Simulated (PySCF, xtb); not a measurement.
Si(H)(F)(Cl)(OH) (ClFH2OSi), SMILES O[SiH](F)Cl. Atoms are numbered in the order given.

```xyz
6

Si    -0.0168     0.1045     0.5661
O     -1.4461    -0.6763     0.8495
F     -0.2629     1.6942     0.3075
Cl     0.9054    -0.6155    -1.1382
H      0.8362    -0.0746     1.7646
H     -2.0583    -0.7613     0.0972
```
Charge 0, spin multiplicity 1.

Coordinates come from a PBE-D3(BJ)/def2-SVP optimisation. Other conformers were not sampled.

These are PySCF with C-PCM-B3LYP/def2-SVP values and carry that method's errors.

The values are the electrostatic part of the solvation free energy, E(continuum) − E(gas) at the gas-phase geometry, in a cavity of scaled van der Waals radii (PySCF's table); cavitation and dispersion terms are not included. In vacuum the orbital gap is 9.57 eV. The dipole moment in vacuum is 1.16 D.

Computed values in water (ε = 78.36), cyclohexanone (ε = 15.62), acetone (ε = 20.49):
| solvent | ε | ΔG(elec) (kcal/mol) | dipole (D) | gap (eV) |
|---|---|---|---|---|
| water | 78.36 | -4.8 | 1.38 | 9.94 |
| cyclohexanone | 15.62 | -4.5 | 1.36 | 9.93 |
| acetone | 20.49 | -4.6 | 1.37 | 9.93 |

For comparison, GFN2-xTB/ALPB(water) (xtb, at the GFN2-xTB geometry, all terms of that model) gives -4.7 kcal/mol.
